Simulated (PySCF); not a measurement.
Ligand exchange on a metal centre used in film growth or etching (W Cl-OH). Gas-phase values, no solvent. One relaxed conformer stands for each flexible species; it need not be the lowest.

Computed with PBE-D3(BJ)/def2-TZVP // BP86-D3(BJ)/def2-SVP in PySCF. All candidates: neutral, multiplicity 1. 

```json
{
  "HOMO–LUMO gap": "2.34 eV",
  "HOMO": "-6.82 eV",
  "LUMO": "-4.48 eV"
}
```

Identify which member has these values.
A) [W(Cl)5(OH)]
B) [W(Cl)2(OH)4]
C) [W(Cl)3(OH)3]
D) [W(Cl)4(OH)2]

B, [W(Cl)2(OH)4]. The others give [W(Cl)5(OH)]: 2.00 eV, -7.49 eV, -5.49 eV; [W(Cl)4(OH)2]: 1.94 eV, -7.13 eV, -5.19 eV; [W(Cl)3(OH)3]: 2.27 eV, -7.28 eV, -5.02 eV
